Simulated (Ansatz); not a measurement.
Consider the redistribution: `O[Si](O)(F)[SiH3]` + `COB(S)Cl` → `CO[SiH2][Si](O)(O)F` + `SBCl`.

Calculated with Ansatz (gas phase, PBE0-D4/def2-TZVP geometries, no zero-point term in ΔE). CCSD(T)/CBS adds triple-zeta CCSD(T) − MP2 to the extrapolated MP2 energy (def2 sets, frozen cores). This one scheme is used for every species. Functionals use def2-TZVPP. B3LYP here is the variant with VWN-RPA as its local correlation; programs differ in this. One conformer a species, not always the lowest.

Problem. Is it downhill or uphill in electronic energy at CCSD(T)/CBS, and by how much? (Estimate.)

Solution. The calculation gave: Uphill: ΔE = +44.2 kJ/mol.

Problem. What do these levels give: PBE-D4, PBE0-D4, B3LYP-D4, ωB97M-V, B2PLYP, r2SCAN, B3LYP, SCS-MP2/def2-TZVPP, CCSD/def2-TZVPP, HF/CBS(def2), MP2/CBS(def2), CCSD/CBS(def2)? (An estimate is asked.)

Solution. The calculation gave: PBE-D4 51.1, PBE0-D4 49.9, B3LYP-D4 44.9, ωB97M-V 47.6, B2PLYP 43.9, r2SCAN 49.6, B3LYP 43.8, SCS-MP2/def2-TZVPP 42.3, CCSD/def2-TZVPP 44.6, HF/CBS(def2) 37.3, MP2/CBS(def2) 43.0, CCSD/CBS(def2) 42.5 kJ/mol.

Largest T1 diagnostic among the species: 0.013.

In def2-TZVPP, CCSD(T) changes the Hartree–Fock value by +7.8 kJ/mol (the triples alone add +1.7 kJ/mol) and MP2 by +6.6 kJ/mol.
